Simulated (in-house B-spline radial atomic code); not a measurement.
## RPA and G0W0 on PBE: the silver ion Ag⁶⁺

Configuration [Kr] 4d5, highest spin, mean-field start PBE. Computed with an all-electron radial atomic-structure program (B-spline basis): all electrons, non-relativistic, point nucleus, each spin shell either full or empty, empty states to l = 9 with an (l + 1/2)⁻⁴ tail; G0W0 by contour deformation at full frequency.

Without relativity these are model numbers: it shifts the levels of so heavy an element strongly and can reorder them.

Command:
```bash
python run_gw.py task.json out
```
Settings (radii: box in bohr, nucleus in fm):
```
Z                        47
electrons                41
configuration            [Kr] 4d5
hamiltonian              nr
method                   pbe,pbe
lmax                     9
spin_polarised           True
box_radius               9.29
intervals                51
```

Cost of the run: 1.8 s on 1 thread of Intel(R) Xeon(R) 6975P-C, on a shared host.

Energies (hartree):

```csv
term,value
mean-field total,-5189.70868
Hartree-Fock functional on these orbitals,-5188.21051
direct second order,-3.482
second-order exchange,0.99608
SOSEX correction,0.93517
```

Q: What is the RPA correlation energy, and what remains with SOSEX?

A: RPA gives -3.1124 hartree (-2.07 eV per electron); RPA + SOSEX gives -2.1773, and the second-order doubles -2.486 hartree (no singles). SOSEX takes back 30 % of the RPA value.

Quasi-particle levels (eV):

```tsv
level	occupied	mean field	Σx - vxc	Σc	QP weight	G0W0
4d up	yes	-98.47	-9.94	?	?	?
4p down	yes	-146.87	-10.29	-0.23	0.949	-157.38
4d down	no	-93.29	12.33	-4.06	0.961	-85.02
```

G0W0 = mean field + (Σx - vxc) + Σc, with Σc (partial-wave tail included) taken at the quasi-particle energy. Only the outer levels were computed. Levels of low weight are left out.

Q: Where does G0W0 put 4d up?

A: At -108.40 eV, with Σc = 0.01 eV and a quasi-particle weight of 0.961. The tabulated removal energy is 106 ± 2 eV (NIST, tabulated theory); the calculation leaves out relativity, Breit and QED terms, and what these don't explain is the method's own error.
